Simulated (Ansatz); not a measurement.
## A substitution series on Si: H to Br

On one Si centre, n of the H ligands are replaced by Br. The mean harmonic wavenumber of the Si–H stretches y in cm⁻¹ at PBE0-D4/def2-TZVP. The shapes are optimised at that level. Programs: Ansatz 0.2.0.

| molecule | n | y (cm⁻¹) |
| --- | --- | --- |
| SiH4 | 0 | 2243 |
| SiH3Br | 1 | 2258 |
| SiH2Br2 | 2 | ? |
| SiHBr3 | 3 | 2291 |

Task: Fit y = c + s·n to the known rows and predict SiH2Br2.

Result: 
1. Means of the 3 rows: n = 1.33333, y = 2264.0.
2. Σ(Δn)² = 4.6667, Σ(Δn·Δy) = 75, so the slope is 75/4.6667 = 16.071.
3. Intercept: 2264.0 − (16.071) × 1.33333 = 2242.6. The largest residual of the fit is 0.7.
4. SiH2Br2: 2242.6 + (16.071) × 2 = 2275 cm⁻¹.

The run gave 2274 cm⁻¹, so the prediction is off by +1 cm⁻¹, at the rounding of the table. The steps per swap are +15, +16, +17 cm⁻¹. The wavenumbers are unscaled and lie a few per cent above observed bands. Relativity is left out for Br.
